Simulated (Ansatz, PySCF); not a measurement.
Bi(Me)2(OH) (C2H7BiO), SMILES [CH3][Bi]([CH3])[OH].

Geometry optimised at PBE-D3(BJ)/def2-SVP. The structure was generated by enumeration; whether it is a known compound was not checked. The def2 effective core potentials stand for the cores of Bi; spin–orbit coupling is left out. Other conformers were not sampled.

Vertical ionisation energy (IE) and electron affinity (EA) in eV. Rows of orbital energies are one-electron estimates. Where ΔSCF, EOM or ADC give a negative EA the extra electron is unbound and the value depends on the basis.

| level | IE | EA |
|---|---|---|
| −ε(HOMO), −ε(LUMO), CAM-B3LYP/def2-TZVP (PySCF) | 8.39 | -0.11 |
| −ε(HOMO), −ε(LUMO), PBE/def2-TZVP (PySCF) | 6.00 | 1.56 |
| ΔSCF, PBE0/def2-SVPD (Ansatz), final states of multiplicity 2 and 2 | 9.13 | -0.70 |
| ΔSCF, PBE/def2-SVPD (Ansatz), final states of multiplicity 2 and 2 | 8.98 | -0.66 |

**Question.** What vertical singlet–triplet gap does ΔSCF give with PBE0/def2-SVPD (Ansatz, a program for electronic structure) and with PBE/def2-SVPD (Ansatz)? (The exact figures need the calculation; the answer reports its results.)

**Answer.** 4.48 and 4.34 eV (triplet above singlet where positive).
